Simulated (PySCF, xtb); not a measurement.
C5H5Cl, SMILES C#C[C@H]1C[C@H]1Cl.

Harmonic wavenumbers (cm⁻¹) from GFN2-xTB (xtb) at its own minimum, in rising order: 100, 172, 273, 312, 451, 502, 649, 663, 678, 815, 859, 954, 1013, 1042, 1057, 1069, 1103, 1187, 1250, 1360, 1442, 2288, 3022, 3047, 3087, 3112, 3403.

Problem. What does PBE0-D3(BJ)/def2-SVP run with PySCF give at its own minimum? (Estimate from the structure and the level; the computed values follow.)

Solution. 116, 193, 311, 339, 522, 589, 673, 689, 711, 788, 824, 951, 1032, 1056, 1075, 1108, 1128, 1215, 1311, 1384, 1466, 2254, 3160, 3167, 3212, 3268, 3492. Paired by order, the mean absolute difference is 49 cm⁻¹ and the zero-point energies are 49.9 and 51.5 kcal/mol.
